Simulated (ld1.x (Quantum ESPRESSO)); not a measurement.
## Be (Z = 4), TM: configuration errors across variants

* Element: beryllium (Be)
* Generator: ld1.x (Quantum ESPRESSO) 7.5
* Type: norm-conserving Troullier–Martins (Kleinman–Bylander form)
* Functional: PBEsol
* Relativity: scalar-relativistic
* Frozen core: none
* Valence charge: 4
* Reference configuration: 1s2 2s1 2p0 (charge +1)
* Partial waves: 1s (bound): rc 0.40 bohr; 2p (bound, empty): rc 3.60 bohr
* Local potential: the p channel
* Core correction: none

Occupied shells without a wave of their own: 2s. They enter only through the test configuration that unscreens the potential.

All-electron excitation energies from the reference (eV): (1) 1s2 2s2 2p0 -9.458; (2) 1s2 2s0 2p0 17.726; (3) 1s2 2s1.5 2p0 -5.736; (4) 1s2 2s0 2p2 -2.246; (5) 1s2 2s1 2p1 -5.864; (6) 1s2 2s0 2p1 3.907; (7) 1s1 2s2 2p0 117.911.

For the base: The 2s level has no wave, so the channel is fitted at the deeper level alone: the likely source of the large errors.

The file “base” misses its own reference levels by 1.1 eV. The file “all radii scaled by about 0.83 (s 0.34, p 3.00 bohr)” misses its own reference levels by 0.9 eV. The file “all radii scaled by about 0.94 (s 0.38, p 3.40 bohr)” misses its own reference levels by 1.0 eV. The file “all radii scaled by about 1.04 (s 0.42, p 3.76 bohr)” misses its own reference levels by 1.1 eV. The file “all radii scaled by about 1.09 (s 0.44, p 3.92 bohr)” misses its own reference levels by 1.1 eV. The file “all radii scaled by about 1.22 (s 0.48, p 4.40 bohr)” misses its own reference levels by 1.1 eV. The file “all radii scaled by about 1.27 (s 0.50, p 4.58 bohr)” misses its own reference levels by 1.0 eV. The file “all radii scaled by about 1.39 (s 0.56, p 4.98 bohr)” misses its own reference levels by 1.0 eV.

Errors AE − PS in meV (a dash: test not solved or not reliable):

```csv
change,(1),(2),(3),(4),(5),(6),(7),bound ghosts
base,+807,-1207,+470,-838,+20,-1072,+363,none
"all radii scaled by about 0.83 (s 0.34, p 3.00 bohr)",+685,-1135,+402,-710,+21,-934,+722,not determined
"all radii scaled by about 0.94 (s 0.38, p 3.40 bohr)",+770,-1204,+450,-801,+20,-1035,+523,none
"all radii scaled by about 1.04 (s 0.42, p 3.76 bohr)",+817,-1201,+475,-847,+19,-1079,+320,none
"all radii scaled by about 1.09 (s 0.44, p 3.92 bohr)",+833,-1180,+482,-860,+20,-1087,+210,none
"all radii scaled by about 1.22 (s 0.48, p 4.40 bohr)",+853,-1070,+485,-854,+28,-1067,-130,none
"all radii scaled by about 1.27 (s 0.50, p 4.58 bohr)",+853,-1037,+483,-845,+31,-1055,-175,none
"all radii scaled by about 1.39 (s 0.56, p 4.98 bohr)",+844,-871,+466,-781,+53,-984,-447,none
```

(1) Give the same row for: all radii scaled by about 0.75 (s 0.30, p 2.70 bohr).

## Answers

(1) +601, -1034, +354, -621, +21, -826, +820; bound ghosts: not determined.
